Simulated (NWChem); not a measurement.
System: CH4AlBrO; SMILES C[O][AlH][Br]

The following NWChem deck was run.

```
start job
memory heap 200 mb stack 900 mb global 1100 mb
geometry units angstroms noautosym nocenter noautoz
  Al    -0.948316    -0.639168    -0.021586
  H     -2.409803    -0.242354    -0.424680
  Br     0.491728     0.869808     0.844147
  O     -0.445430    -2.231501    -0.241539
  C      0.650651    -3.069632    -0.072194
  H      1.524634    -2.546550     0.356806
  H      0.394553    -3.907579     0.599148
  H      0.957098    -3.503170    -1.039950
end
basis spherical
  * library pcsseg-1
end
dft
  xc slater vwn_5
  iterations 150
end
property
  shielding 7 1 2 3 4 5 6 7
  efieldgrad
end
task dft property
```

Parts of the log:

```
             Northwest Computational Chemistry Package (NWChem) 7.3.0
             --------------------------------------------------------

                             Geometry "geometry" -> ""
                             -------------------------

 Output coordinates in angstroms (scale by  1.889725989 to convert to a.u.)

  No.       Tag          Charge          X              Y              Z
 ---- ---------------- ---------- -------------- -------------- --------------
    1 Al                  13.0000    -0.94831600    -0.63916800    -0.02158600
    2 H                    1.0000    -2.40980300    -0.24235400    -0.42468000
    3 Br                  35.0000     0.49172800     0.86980800     0.84414700
    4 O                    8.0000    -0.44543000    -2.23150100    -0.24153900
    5 C                    6.0000     0.65065100    -3.06963200    -0.07219400
    6 H                    1.0000     1.52463400    -2.54655000     0.35680600
    7 H                    1.0000     0.39455300    -3.90757900     0.59914800
    8 H                    1.0000     0.95709800    -3.50317000    -1.03995000

 Effective nuclear repulsion energy (a.u.)     289.6568328587

                              NWChem Property Module
                              ----------------------

  itol2e modified to match energy
  convergence criterion.

                                 NWChem DFT Module
                                 -----------------

 Summary of "ao basis" -> "ao basis" (spherical)
 ------------------------------------------------------------------------------
       Tag                 Description            Shells   Functions and Types
 ---------------- ------------------------------  ------  ---------------------
 Al                         pcsseg-1                10       24   4s5p1d
 H                          pcsseg-1                 3        5   2s1p
 Br                         pcsseg-1                15       41   5s7p3d
 O                          pcsseg-1                 7       17   3s3p1d
 C                          pcsseg-1                 7       17   3s3p1d

  itol2e modified to match energy
  convergence criterion.

[...]

          -----------------------------------------
          Chemical Shielding Tensors (GIAO, in ppm)
          -----------------------------------------

                                NWChem CPHF Module
                                ------------------

  scftype          =     RHF
  nclosed          =       33
  nopen            =        0
  variables        =     2838
  # of vectors     =        3
  tolerance        = 0.10D-03
  level shift      = 0.00D+00
  max iterations   =       50
  max subspace     =       30

 SCF residual:    4.0100774544940764E-005

Iterative solution of linear equations
  No. of variables     2838
  No. of equations        3
  Maximum subspace       30
        Iterations       50
       Convergence  1.0D-04

   iter   nsub   residual    time
   ----  ------  --------  ---------
     1      3    2.80D-05      41.7

      Atom:    1  Al
        Diamagnetic
    794.7846      3.1749      0.8841
      3.1749    800.0897      2.4684
      0.8841      2.4684    795.4024

        Paramagnetic
   -376.3855      0.5986     25.3473
      0.5986   -423.5052      6.7067
     25.3473      6.7067   -439.5496

        Total Shielding Tensor
    418.3991      3.7734     26.2314
      3.7734    376.5844      9.1751
     26.2314      9.1751    355.8528

           isotropic =     383.6121
          anisotropy =      67.7966

          Principal Components and Axis System
                 1           2           3
              428.8099    377.4276    344.5989

      1         0.9280     -0.1978     -0.3158
      2         0.1285      0.9654     -0.2270
      3         0.3498      0.1701      0.9213

      Atom:    2  H
        Diamagnetic
     34.9185     -2.0255      3.8392
     -2.0255     24.0878     -0.2440
      3.8392     -0.2440     23.5172

        Paramagnetic
     -2.9786      0.9955     -0.5055
      0.9955     -0.3947      0.4380
     -0.5055      0.4380     -0.8528

        Total Shielding Tensor
     31.9399     -1.0300      3.3337
     -1.0300     23.6931      0.1940
      3.3337      0.1940     22.6644

           isotropic =      26.0991
          anisotropy =      10.5074

          Principal Components and Axis System
                 1           2           3
               33.1041     23.7195     21.4739

      1         0.9486      0.0216     -0.3158
      2        -0.0976      0.9690     -0.2271
      3         0.3011      0.2462      0.9213

      Atom:    3  Br
        Diamagnetic
   3124.1491      3.3680      1.7844
      3.3680   3125.6452      2.2095
      1.7844      2.2095   3122.5234

        Paramagnetic
   -493.5580    344.0097    112.8708
    344.0097   -768.5802     70.4045
    112.8708     70.4045   -519.3901

        Total Shielding Tensor
   2630.5911    347.3777    114.6553
    347.3777   2357.0650     72.6140
    114.6553     72.6140   2603.1334

           isotropic =    2530.2631
          anisotropy =     591.2439

          Principal Components and Axis System
                 1           2           3
             2924.4258   2545.9103   2120.4533

      1         0.7627     -0.3160     -0.5643
      2         0.5167     -0.2270      0.8255
      3         0.3890      0.9212      0.0099

      Atom:    4  O
        Diamagnetic
    394.1944    -19.0091      1.1541
    -19.0091    411.6508      1.9777
      1.1541      1.9777    378.0535

        Paramagnetic
   -247.1086     50.0953    -54.4853
     50.0953   -126.9229     -1.2309
    -54.4853     -1.2309    -71.2164

[...]
```

Level: LDA (Slater exchange, VWN5)/pcSseg-1, GIAO. All runs use the structure optimised with PBE0/def2-SVP. NWChem prints the field gradient with the sign opposite to the second derivative of the potential. The printed shielding anisotropy is the first printed principal value minus the mean of the other two.
